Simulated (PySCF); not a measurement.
A structure optimised at PBE0-D3(BJ)/def2-TZVP, used in a PySCF frequency run:

```
Zn
Br 1 2.1924
```
Charge +1, spin multiplicity 1.

Task: Write its SMILES, formula and point group.

Result: [Zn+][Br], BrZn, C∞v

Task: What are its rotational constants (standard atomic weights)?

Result: 2.9239 GHz (linear rotor, B only)
